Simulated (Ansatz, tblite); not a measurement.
Compound nanocrystal family: gap (eV) at several levels, gas phase, relaxed structures; Ansatz, xTB through tblite. Core potentials for Cd, In, Sb in the def2 sets, no spin–orbit coupling. A dash marks a value that wasn't run or was left out as unsound. The structures are stationary points that may keep the symmetry of their start.

```csv
species,state,geometry,GFN1-xTB,GFN2-xTB,PBE-D4/def2-SVP,r2SCAN-D4/def2-TZVP,PBE0-D4/def2-SVP,PBE0-D4/def2-TZVP
"Cd9H24Se9, cut from wurtzite",singlet,r2SCAN-D4/def2-SVP,3.21,2.00,3.28,3.81,5.09,5.08
"Al4As4H14, cut from wurtzite",singlet,r2SCAN-D4/def2-SVP,4.30,3.04,4.28,4.62,6.10,6.01
"B6N7H20⁺, cut from zinc blende",singlet,r2SCAN-D4/def2-SVP,6.36,8.12,4.98,5.62,7.30,6.88
"Al4Sb4H16, cut from zinc blende, disc",singlet,PBE-D4/def2-SVP,3.65,2.69,4.31,4.57,5.97,5.90
"Ga9N10H26⁺, cut from wurtzite",singlet,r2SCAN-D4/def2-SVP,4.96,4.14,4.98,5.43,7.07,6.85
"In12N12H32, cut from zinc blende",singlet,PBE-D4/def2-SVP,2.32,2.63,3.46,–,5.39,–
```

Q: Estimate the rows for In4N4H14, cut from wurtzite (singlet, PBE-D4/def2-SVP geometry); Al13As14H34⁺, cut from zinc blende (singlet, PBE-D4/def2-SVP geometry).

A: 
| species | state | geometry | GFN1-xTB | GFN2-xTB | PBE-D4/def2-SVP | r2SCAN-D4/def2-TZVP | PBE0-D4/def2-SVP | PBE0-D4/def2-TZVP |
| --- | --- | --- | --- | --- | --- | --- | --- | --- |
| In4N4H14, cut from wurtzite | singlet | PBE-D4/def2-SVP | 3.72 | 3.33 | 4.29 | 4.72 | 6.31 | 6.10 |
| Al13As14H34⁺, cut from zinc blende | singlet | PBE-D4/def2-SVP | 3.03 | 2.39 | 3.52 | 3.87 | 5.19 | 5.16 |
